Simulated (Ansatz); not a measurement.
A run for Ansatz (a program for electronic structure): U-r2SCAN/cc-pVTZ on BFH2Se (SMILES FB[SeH]), a point of a bond scan (R = 1.788 Å).

Ansatz 0.2 input:
```yaml
crystal:
  periodic: [false, false, false]
  atoms:
    - {symbol: B, position_ang: [-0.50635411, -0.90180536, 0.69980998]}
    - {symbol: F, position_ang: [0.77066713, -1.84646042, 1.52085719]}
    - {symbol: H, position_ang: [-1.64886171, -1.18176115, 0.86909359]}
    - {symbol: Se, position_ang: [0.04580074, 0.56405598, -0.45090094]}
    - {symbol: H, position_ang: [-1.33288088, 0.92683336, -0.80944951]}
basis:
  gaussian:
    orbitals: cc-pVTZ
hamiltonian:
  xc: {name: r2SCAN}
magnetization: {spin_polarized: true, initial_magnetization: 0}
```

The log:

```
WARN ansatz: RAYON_NUM_THREADS=1 ignored (pool sized by the plan → 1); use --threads N
Functional definition: r2SCAN
integrals: 0.05 GiB planned
858 factors; their error is unknown
mean field: 0.49 GiB planned
mean field evaluation 1: about -68773.6983 eV, gradient 2.5e1 eV
mean field evaluation 2: about -68751.9230 eV, gradient 8.3e1 eV
mean field evaluation 4: about -68775.5698 eV, gradient 7.1e0 eV
mean field evaluation 8: about -68775.8420 eV, gradient 2.2e-1 eV
mean field evaluation 16: about -68775.8421 eV, gradient 2.5e-5 eV
mean field -68775.84210603 eV, -2527.4655794566 hartree, gradient 2.5e-5 eV, S^2 0.000000; 0 other end points of the search recorded, 0 dependent functions left out
reference -68775.84211707 eV, -2527.4655798622 hartree; 25, 25 occupied and 106, 106 virtual orbitals, 858 factors
Total energy: -68775.84211707 eV, -2527.4655798622 hartree
```

Self-consistency was reached.

Cost: around 8 core-seconds (rough).
